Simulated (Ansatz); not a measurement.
Ansatz (an electronic-structure program) input (CCSD(T)/cc-pwCVTZ):
A basis named .json is the Basis Set Exchange file of that set.

Ansatz 0.2 input:
```yaml
crystal:
  periodic: [false, false, false]
  atoms:
    - {symbol: Si, position_ang: [0.60468213, 0.22021860, -0.52837608]}
    - {symbol: C, position_ang: [1.26648691, -1.36594564, -0.77951064]}
    - {symbol: Cl, position_ang: [1.35052328, 1.74844844, 0.94227793]}
    - {symbol: N, position_ang: [-1.02330610, 0.10176542, 0.10171585]}
    - {symbol: Si, position_ang: [-1.96148535, -1.31232660, -0.11823466]}
    - {symbol: H, position_ang: [0.67461999, 1.09150411, -1.73462558]}
    - {symbol: H, position_ang: [2.03690669, -1.51452859, -1.53171202]}
    - {symbol: H, position_ang: [1.27332580, -2.11176841, 0.01074085]}
    - {symbol: H, position_ang: [-1.36035651, 0.81695795, 0.72805959]}
    - {symbol: H, position_ang: [-3.30098698, -1.02216719, 0.50093373]}
    - {symbol: H, position_ang: [-1.49023799, -2.54863329, 0.56109122]}
    - {symbol: H, position_ang: [-2.23270054, -1.66216037, -1.53560939]}
basis:
  gaussian:
    orbitals: cc-pwCVTZ.json
total_charge: -1
magnetization: {spin_polarized: false}
correlation: {method: ccsd_t, electrons: outside_noble_gas}
```

Output:

```
Functional definition: HF
integrals: 4.51 GiB planned
2070 factors; integrals over basis functions are off by at most 8.0e-4 eV
2.37 GiB of device memory are held for the factors and their scratch space
mean field: 2.44 GiB planned
mean field evaluation 1: about -30852.2251 eV, gradient 3.5e1 eV
mean field evaluation 2: about -30852.5166 eV, gradient 3.6e1 eV
mean field evaluation 4: about -30856.0441 eV, gradient 3.9e0 eV
mean field evaluation 8: about -30856.1147 eV, gradient 2.8e-1 eV
mean field evaluation 16: about -30856.1151 eV, gradient 9.2e-7 eV
mean field -30856.11506853 eV, -1133.9413137424 hartree, gradient 9.2e-7 eV, S^2 0.000000; 0 other end points of the search recorded, 0 dependent functions left out
17 core orbitals not correlated
reference -30856.11506853 eV, -1133.9413137424 hartree; 16, 16 occupied and 328, 328 virtual orbitals, 2070 factors
second order -23.22722220 eV of doubles, -0.00000000 eV of singles
coupled cluster: 25.38 GiB planned
cycle   1  -24.08152719 eV  change   -8.5e-1 eV  update   1.0e-1
cycle   2  -24.69268518 eV  change   -6.1e-1 eV  update   3.0e-2
cycle   3  -24.79653417 eV  change   -1.0e-1 eV  update   1.5e-2
cycle   4  -24.78430024 eV  change    1.2e-2 eV  update   3.8e-3
cycle   5  -24.78405310 eV  change    2.5e-4 eV  update   2.0e-3
cycle   6  -24.78437546 eV  change   -3.2e-4 eV  update   6.8e-4
cycle   7  -24.78415720 eV  change    2.2e-4 eV  update   3.0e-4
cycle   8  -24.78421830 eV  change   -6.1e-5 eV  update   9.9e-5
cycle   9  -24.78425002 eV  change   -3.2e-5 eV  update   3.1e-5
perturbative correction -1.05800092 eV, -0.0388808168 hartree
Total energy: -30881.95731947 eV, -1134.8909989479 hartree
```

It need not be the lowest isomer of its formula. Whether it binds its extra electron was not tested at this geometry.
